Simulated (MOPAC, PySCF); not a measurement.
C4H3N, SMILES `N=c1c2c1C2`, neutral singlet in the gas phase. 

Cartesian coordinates (Å):
SMILES: N=c1c2c1C2
```xyz
8

N      2.2271    -0.3665    -0.0740
C      0.9909    -0.1801    -0.0432
C     -0.1475     0.5923     0.3270
C     -0.2594    -0.6916    -0.4114
C     -1.4615     0.0579    -0.0550
H      2.7601     0.3683     0.3775
H     -2.1016    -0.3408     0.7296
H     -2.0080     0.5605    -0.8505
```
Charge 0, multiplicity 1.

All levels are single points at this geometry (B3LYP-D3(BJ)/def2-TZVP); Pople sets use spherical d functions. Orbital energies aren't observables, and empty levels follow the basis.

```csv
level,HOMO (eV),LUMO (eV),gap (eV),dipole (D),"vertical IE, Delta-SCF (eV)"
B3LYP-D3(BJ)/def2-TZVP in PySCF,-6.90,-2.09,4.81,3.32,9.26
M06-2X/def2-TZVP in PySCF,-8.28,-0.82,7.47,3.43,9.46
PBE-D3(BJ)/def2-TZVP in PySCF,-6.05,-2.93,3.13,3.05,9.29
B3LYP/6-311+G** in PySCF,-6.95,-2.17,4.78,3.48,–
B3LYP/6-31G* in PySCF,-6.56,-1.64,4.92,3.16,9.04
BP86/6-31G* in PySCF,-5.82,-2.62,3.20,2.94,–
M06-2X/6-31G* in PySCF,-7.98,-0.42,7.57,3.28,–
PBE/6-31G* in PySCF,-5.72,-2.53,3.20,2.90,9.09
SVWN5/6-31G* in PySCF,-5.87,-2.74,3.12,2.95,9.32
HF/6-31G* in PySCF,-9.13,2.69,11.81,4.02,7.52
HF/STO-3G in PySCF,-6.76,5.95,12.71,3.19,–
AM1 in MOPAC,-9.56,-0.94,8.62,2.59,–
PM7 in MOPAC,-9.68,-1.04,8.63,3.07,–
```
